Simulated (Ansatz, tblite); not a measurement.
Forces on W2O2⁺ at its r2SCAN-D4/def2-TZVP geometry. Total charge 1; doublet.

In the def2 sets W takes a core potential; there is no spin–orbit coupling. The xTB rows come from tblite. Another isomer (doublet) lies 0.36 eV lower at PBE0-D4/def2-TZVP; other spin states weren't run for this one.

GFN1-xTB (tblite), largest force 21.91 eV/Å:

```xyz
4
positions Å, forces eV/Å
W    -0.028    1.414   -0.718    1.801   21.642   -2.891
W    -0.217   -0.854   -0.386   -2.813  -20.927    3.534
O     1.209   -1.247    0.439    0.664   -0.127    0.177
O    -0.964    0.688    0.665    0.349   -0.587   -0.821
```

GFN2-xTB (tblite), largest force 14.55 eV/Å:

```
W 1.690 13.920 -3.883
W -1.073 -12.495 1.191
O 0.598 -0.911 0.646
O -1.215 -0.515 2.046
```

PBE-D4/def2-TZVP (Ansatz), largest force 0.72 eV/Å:

```
W 0.027 -0.454 0.001
W -0.286 0.230 -0.622
O 0.524 -0.137 0.280
O -0.264 0.362 0.341
```
